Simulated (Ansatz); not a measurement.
Reaction (substitution at a C–Sn bond): `[CH3][SnH]([CH3])[Cl]` + `CC(=O)[SeH]` → `C[Se]C(C)=O` + `[CH3][SnH2][Cl]`

Computed with Ansatz on PBE0-D4/def2-TZVP structures; ΔE is electronic, products minus reactants. CCSD(T)/CBS is the MP2 limit (def2-TZVPP, def2-QZVPP) plus CCSD(T) − MP2 in def2-TZVPP, frozen cores. DFT in def2-TZVPP. Elements past krypton have def2 core potentials. For Se, Sn outer-core shells are correlated without core-valence functions, which leaves a few kJ/mol of doubt a bond. Scalar relativity is left out up to krypton. One conformer a species, not always the lowest.

`[CH3][SnH]([CH3])[Cl]`:

Cartesian coordinates in Å:
```
C 1.774 0.228 0.429
Sn -0.237 -0.470 0.520
C -1.433 0.099 -1.148
Cl -1.189 0.630 2.366
H 1.775 1.309 0.289
H 2.300 -0.244 -0.402
H 2.285 -0.013 1.361
H -0.350 -2.136 0.886
H -1.388 1.180 -1.273
H -1.070 -0.385 -2.056
H -2.467 -0.199 -0.972
```

`CC(=O)[SeH]`:

```xyz
8

C    -0.213   -0.818   -0.187
C     0.470    0.474   -0.525
O     1.093    0.677   -1.521
Se    0.306    1.912    0.787
H    -0.043   -1.531   -0.992
H     0.181   -1.213    0.752
H    -1.284   -0.650   -0.056
H    -0.510    1.149    1.741
```

`C[Se]C(C)=O`:

```xyz
11

C     1.330    0.029    1.166
Se    1.307   -1.102   -0.416
C    -0.395   -0.651   -1.229
C    -1.251    0.373   -0.545
O    -0.694   -1.207   -2.246
H     2.278   -0.180    1.662
H     1.297    1.082    0.894
H     0.514   -0.223    1.839
H    -1.498    0.051    0.469
H    -0.722    1.325   -0.470
H    -2.165    0.504   -1.123
```

`[CH3][SnH2][Cl]`:

Z-matrix (Å, degrees):
```
C
Sn 1 2.127
H 1 1.091 2 110.1
H 1 1.089 2 109.2 3 -120.2
H 1 1.089 2 109.3 3 120.2
Cl 2 2.342 1 105.7 3 179.3
H 2 1.705 1 113.6 3 64.1
H 2 1.705 1 113.7 3 -65.4
```

| level | ΔE (kcal/mol) |
| --- | --- |
| r2SCAN-D4 | 8.2 |
| PBE0-D4 | 7.9 |
| ωB97X-V | 7.9 |
| r2SCAN | 8.2 |
| PBE0 | 8.1 |
| SCS-MP2/def2-TZVPP | 8.7 |
| SCS-MP2/def2-QZVPP | 9.2 |
| HF/CBS(def2) | 8.2 |

What does CCSD(T)/CBS give? (Estimate.)

The calculation gave: +9.5 kcal/mol. The listed levels differ from it by -1.3, -1.6, -1.6, -1.3, -1.4, -0.8, -0.3, -1.3 kcal/mol.

Largest T1 diagnostic among the species: 0.014.

CCSD(T)/CBS has its own doubt, a few kJ/mol and more with outer-core shells, so smaller differences from it don't rank the levels.
